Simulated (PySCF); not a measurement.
trichloroethylene (C2HCl3), SMILES C(Cl)(Cl)=CCl. Atoms are numbered in the order given.

```xyz
6

Cl     0.3504     2.2664     0.0000
C      0.9181     0.6388     0.0000
C      0.1107    -0.4318     0.0000
Cl    -1.6118    -0.3364     0.0000
Cl     0.7806    -2.0334     0.0000
H      2.0015     0.5172     0.0000
```

The structure is a stationary point at B3LYP-D3(BJ)/def2-SVP.

These are B3LYP-D3(BJ)/def2-SVP in PySCF 2.14.0 values and carry that method's errors.

Frequencies are harmonic and unscaled.

Question: List the normal modes with their intensities. (An estimate is asked for; the answer gives what the named calculation found.)

Answer: 
```
mode  ν (cm⁻¹)  IR (km/mol)  Raman (Å⁴/amu)  depolarisation  moving atoms (share of kinetic energy)
----  --------  -----------  --------------  --------------  --------------------------------------
1          171          0.9             1.4            0.61                                 Cl 92 %
2          204          0.3             1.0            0.75                  C 63 %, Cl 28 %, H 9 %
3          276          0.3             3.6            0.73                         Cl 88 %, C 11 %
4          385          0.1             7.3            0.33                          Cl 91 %, C 9 %
5          465          3.2             2.7            0.75                          C 83 %, H 12 %
6          632         16.5             8.6            0.15                         C 58 %, Cl 37 %
7          794         24.0             3.2            0.75                          H 75 %, C 25 %
8          844        114.3             1.4            0.34                         C 71 %, Cl 25 %
9          927         97.3             1.3            0.65                  C 81 %, H 10 %, Cl 9 %
10        1246          8.9             8.7            0.54                          H 83 %, C 16 %
11        1653         15.0            38.3            0.21                                  C 97 %
12        3228         11.3            80.5            0.29                           H 91 %, C 9 %
```
